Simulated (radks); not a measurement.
Task: The mean radii <r> (bohr) of the occupied orbitals of an atom or ion are listed with their occupations. Method: Dirac Kohn-Sham, HCTH/407, spin-unpolarised, spherical densities, finite nucleus; Fermi nuclear charge, rms radius of each element as measured or else 0.836 A^(1/3) + 0.57 fm; computed with a radial shooting solver on a logarithmic mesh with Libxc functionals.

| orbital | occ. | <r> |
|---|---|---|
| 1s1/2 | 2 | 0.02508 |
| 2s1/2 | 2 | 0.1070 |
| 2p1/2 | 2 | 0.08989 |
| 2p3/2 | 4 | 0.09599 |
| 3s1/2 | 2 | 0.2847 |
| 3p1/2 | 2 | 0.2744 |
| 3p3/2 | 4 | 0.2865 |
| 3d3/2 | 4 | 0.2573 |
| 3d5/2 | 6 | 0.2611 |
| 4s1/2 | 2 | 0.6533 |
| 4p1/2 | 2 | 0.6732 |
| 4p3/2 | 4 | 0.7000 |
| 4d3/2 | 4 | 0.7588 |
| 4d5/2 | 6 | 0.7683 |
| 5s1/2 | 2 | 1.535 |
| 5p1/2 | 2 | 1.700 |
| 5p3/2 | 4 | 1.769 |

Name the element and its charge. Open shells, if any, are shared by 2j + 1.

Result: Z = 57, lanthanum, charge +3: La3+ in [Xe]. The 1s radius gives Z: for a bare nucleus <r> = (2 gamma + 1)/(2Z) with gamma = sqrt(1 - (Z/c)^2), 0.02473 bohr for Z = 57, and screening makes it slightly larger (0.02508 here). The occupations add up to 54, and the charge is Z minus that.
